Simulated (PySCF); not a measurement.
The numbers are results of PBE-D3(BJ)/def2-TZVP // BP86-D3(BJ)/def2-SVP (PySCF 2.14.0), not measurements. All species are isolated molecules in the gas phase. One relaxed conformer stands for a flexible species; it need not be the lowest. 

Reference species: [W(F)6] (neutral, multiplicity 1).

The LUMO comes out as -5.42 eV and the charge on the central atom (Mulliken) comes out as 1.55 e. The HOMO comes out as -10.65 eV. The mean distance from the central atom to its bonded neighbours is 1.862 Å.

Changed species: [W(F)4(NH2)2] (2 of 6 F replaced by NH2; the reference has 0 of 6 F replaced by NH2).

Predict the effect on the LUMO, charge on the central atom (Mulliken), HOMO and mean distance from the central atom to its bonded neighbours.

the LUMO rises by 1.59 eV, to -3.83 eV; the charge on the central atom (Mulliken) falls by 0.19 e, to 1.36 e; the HOMO rises by 3.48 eV, to -7.17 eV; the mean distance from the central atom to its bonded neighbours rises by 0.058 Å, to 1.920 Å.
